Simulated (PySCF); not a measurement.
## Ionisation energy of Mn⁺ by level of theory

Mn⁺ [Ar] 3d5 4s1 (7S) → Mn²⁺ [Ar] 3d5 (6S), as a difference of total energies. Computed with PySCF 2.14 in aug-cc-pVDZ, with the non-relativistic Hamiltonian (point nucleus). Correlated levels: valence: [Ar] frozen. The calculations carry no spin-orbit coupling.

```
           method  ionisation energy (eV)
              UHF                  14.718
           r2SCAN                  15.916
             BP86                  16.107
    MP2 (valence)                  15.111
SCS-MP2 (valence)                  14.849
```

How much does correlation contribute at MP2 (valence)?

15.111 − (14.718) = 0.393 eV, measured against UHF.

These non-relativistic numbers lack the scalar-relativistic shift.

Errors of the correlated levels include the incompleteness of this basis and the frozen core.

For comparison: 15.640 eV (measured; NIST Atomic Spectra Database, ionization energies).
